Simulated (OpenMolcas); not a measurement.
# GaH2OF (SMILES [OH][GaH][F]): the vertical ionisation energy from total energies

GaH2OF has 5 atoms, charge 0, and is taken as a singlet. As SMILES, `[OH][GaH][F]`. Geometry: relaxed at PBE0-D4/def2-TZVP. This is one conformer, not always the lowest.

Both states at this one shape; open shells run unrestricted unless said. 1 Eh = 27.2114 eV.

```tsv
level	program	singlet GaH2OF (Eh)	doublet GaH2OF+ (Eh)	HOMO of the first (eV)
PBE/cc-pVDZ	OpenMolcas	-2100.684398	-2100.272072	-7.37
revPBE/cc-pVDZ	OpenMolcas	-2100.952307	-2100.531220	-7.31
B3LYP/6-31G* (spherical functions)	OpenMolcas	-2100.937312	-2100.502149	-8.75
BHLYP/cc-pVDZ	OpenMolcas	-2101.056021	-2100.619033	-10.68
```

Task: Work out the vertical ionisation energy at each level.

Result: 
1. PBE/cc-pVDZ: -2100.272072 − (-2100.684398) = 0.412326 Eh = 11.22 eV; −ε(HOMO) = 7.37 eV.
2. revPBE/cc-pVDZ: -2100.531220 − (-2100.952307) = 0.421087 Eh = 11.46 eV; −ε(HOMO) = 7.31 eV.
3. B3LYP/6-31G* (spherical functions): -2100.502149 − (-2100.937312) = 0.435163 Eh = 11.84 eV; −ε(HOMO) = 8.75 eV.
4. BHLYP/cc-pVDZ: -2100.619033 − (-2101.056021) = 0.436988 Eh = 11.89 eV; −ε(HOMO) = 10.68 eV.

No measured value is set beside it here; the levels span 11.22 to 11.89 eV. In semi-local functionals −ε(HOMO) lies far under the ionisation energy, a result of self-interaction, while the difference of totals does much better. All-electron rows are non-relativistic unless named.
